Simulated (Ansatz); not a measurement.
Consider the redistribution: `CB(C)BN` + `[SiH3]N[SiH2]Cl` → `CBBN` + `C[SiH2]N[SiH2]Cl`.

Isolated molecules relaxed with PBE0-D4/def2-TZVP in Ansatz; ΔE leaves out vibrations. CCSD(T)/CBS is the MP2 limit (def2-TZVPP, def2-QZVPP) plus CCSD(T) − MP2 in def2-TZVPP, frozen cores. Functionals use def2-TZVPP. Each species was taken in one conformer, which may not be the lowest.

Task: Is it downhill or uphill in electronic energy at CCSD(T)/CBS, and by how much? (Best estimate.)

Result: Computed: Nearly level: ΔE = -0.9 kJ/mol.

Task: What do these levels give: PBE-D4, PBE0-D4, B2PLYP, HF/def2-TZVPP, CCSD/def2-TZVPP, HF/def2-QZVPP? (Estimate.)

Result: Ansatz gave: PBE-D4 0.0, PBE0-D4 -0.7, B2PLYP -0.6, HF/def2-TZVPP -2.1, CCSD/def2-TZVPP -0.3, HF/def2-QZVPP -2.1 kJ/mol.

Largest T1 diagnostic among the species: 0.012.
